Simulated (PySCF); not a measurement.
boron atom (B), doublet. Base run: PBE/def2-SVP (PySCF).

Geometry (Å):
```xyz
1

B      0.0000     0.0000     0.0000
```
Charge 0, spin multiplicity 2.
Orbitals are unrestricted.
All else is at PySCF's defaults.
Base energy -24.58153 Eh.

The base run was repeated with changes; each row names its change, and settings that it needs were set with it.

| change | ΔE vs base (µEh) | grid points | electrons on the grid |
|---|---|---|---|
| base | 0.0 | 14048 | 5.00000 |
| grids.level = 1 | 0.4 | 5184 | 5.00000 |
| grids.prune = off | 0.0 | 22656 | 5.00000 |
| grids.level = 0 | 6763 | 1088 | 4.99766 |
| grids.radi_method = delley | 0.0 | 13728 | 5.00000 |
| grids.level = 4 | 0.0 | 28104 | 5.00000 |
| grids.prune = dft.gen_grid.treutler_prune | 25.7 | 12432 | 5.00000 |
| grids.level = 2 | 0.0 | 11208 | 5.00000 |
| grids.atom_grid = (30, 110) | -7.3 | 2448 | 5.00000 |
| grids.level = 5 | 0.0 | 43160 | 5.00000 |
| grids.atom_grid = (75, 302) | 0.0 | 14048 | 5.00000 |

Open shells are given as the SCF converged; they aren't shown to be the lowest states, and a large step between rows can be another state.
